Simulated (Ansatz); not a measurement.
Reactions of C$_{3}$H$_{5}$F$_{3}$O, SMILES `FCOCC(F)F`.

Calculated with Ansatz (gas phase, PBE0-D4/def2-TZVP geometries, no zero-point term in ΔE). CCSD(T)/CBS is the MP2 limit (def2-TZVPP, def2-QZVPP) plus CCSD(T) − MP2 in def2-TZVPP, frozen cores. This one scheme is used for every species. One conformer a species, not always the lowest.

Q: Order these by ΔE at CCSD(T)/CBS, lowest first. (Best estimate.)
A. `FCOCC(F)F` + H₂ → `COCF` + `FCF`
B. `FCOCC(F)F` + `O[SiH3]` → `FC(F)O[SiH3]` + `COCF`
C. `FCOCC(F)F` + `FCF` → `FC(F)CC(F)F` + `OCF`
D. `FCOCC(F)F` + CH₃NH₂ → `NCC(F)F` + `COCF`

A: C (-64.7 kJ/mol), A (-35.9 kJ/mol), D (-13.1 kJ/mol), B (+3.8 kJ/mol).

Largest T1 diagnostic: 0.012, for `FC(F)O[SiH3]`.
